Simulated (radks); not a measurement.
Results of a calculation; reference values are marked as such.
Question: These are the eigenvalues of the occupied orbitals of an atom or ion with whole-number occupations (hartree). Level of theory: non-relativistic Kohn-Sham, BLYP, spin-polarised, spherical densities, point nucleus (a radial shooting solver on a logarithmic mesh with Libxc functionals).

orbital  eigenvalue
1s up     -1308.164
1s down   -1308.162
2s up     -201.9599
2s down   -201.9589
2p up     -190.6327
2p down   -190.6308
3s up     -43.32844
3s down   -43.32662
3p up     -38.48158
3p down   -38.47948
3d up     -29.45475
3d down   -29.45274
4s up      -9.19449
4s down    -9.19039
4p up      -7.42518
4p down    -7.42089
4d up      -4.34784
4d down    -4.34243
5s up      -2.02507
5s down    -1.99604
5p up      -1.54542
5p down    -1.51647

Which element is it, and in what charge state? The configuration may be excited. Open shells, if any, are filled with parallel spins first.

Answer: Z = 56, barium, charge +3: Ba3+ in [Kr] 4d10 5s2 5p5. The list shows which subshells hold electrons but not how many an open one holds; the 1s level, -1308.2 hartree, gives Z - s = 51.2 by -(Z - s)^2/2, which with screening narrows Z to a few neighbours, and the depths of the outer levels then fix element, charge and occupations together.
